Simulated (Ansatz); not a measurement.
Two isomers of C2H7NSi: A = `C=C[SiH2]N`, B = `N/C=C/[SiH3]`.

Isolated molecules relaxed with PBE0-D4/def2-TZVP in Ansatz; ΔE leaves out vibrations. CBS: MP2 limit from def2 TZ/QZ plus the TZ coupled-cluster correction, frozen cores. DFT in def2-TZVPP. B3LYP here is the variant with VWN-RPA as its local correlation; programs differ in this. Each species was taken in one conformer, which may not be the lowest.

A:

```xyz
11

C     0.786   -0.035    1.595
C     0.638    0.847    0.611
Si   -0.295    0.473   -0.960
N    -0.959   -1.106   -1.045
H     1.331    0.192    2.507
H     0.360   -1.033    1.525
H     1.086    1.834    0.734
H     0.635    0.641   -2.110
H    -1.411    1.449   -1.087
H    -1.787   -1.356   -0.531
H    -0.384   -1.908   -1.238
```

B:

```xyz
11

N    -1.559   -0.389    1.526
C    -0.443   -0.383    0.737
C    -0.212    0.404   -0.327
Si    1.304    0.233   -1.348
H    -2.190    0.392    1.453
H    -1.488   -0.791    2.443
H     0.284   -1.142    1.018
H    -0.961    1.153   -0.583
H     1.007   -0.121   -2.766
H     2.151   -0.845   -0.762
H     2.105    1.490   -1.391
```

Task: Which isomer does CCSD(T)/CBS put lower? Give the gap. (An estimate is asked.)

Result: Computed: A, by 81.1 kJ/mol.

Task: Give E(B) − E(A) in kJ/mol with MP2/def2-TZVPP, LDA (SPW92), ωB97M-V, B2PLYP, BLYP-D4, CCSD(T)/def2-TZVPP, B3LYP-D4. (Best estimate.)

Result: The calculation gave: MP2/def2-TZVPP 78.8, LDA (SPW92) 48.5, ωB97M-V 74.9, B2PLYP 73.1, BLYP-D4 66.0, CCSD(T)/def2-TZVPP 78.6, B3LYP-D4 69.8. None reverses the order clearly.

Task: Does the order hold for the free energy at 298.15 K (harmonic terms from PBE0-D4)? (An estimate is asked.)

Result: Ansatz gave: Yes: G(B) − G(A) = +81.4 kJ/mol, for one conformer each.

Largest T1 diagnostic: 0.012.

From PBE to PBE0 (25 % exact exchange), in def2-TZVPP and without D4, E(B) − E(A) moves by +5.9 kJ/mol. Leaving LDA and LC-ωPBE aside and taking each functional with its dispersion term where it has one, the values, not all of them listed here, spread over 19.3 kJ/mol, from PBE-D4 to BHLYP-D4. LDA lies −7.3 kJ/mol from PBE without D4.
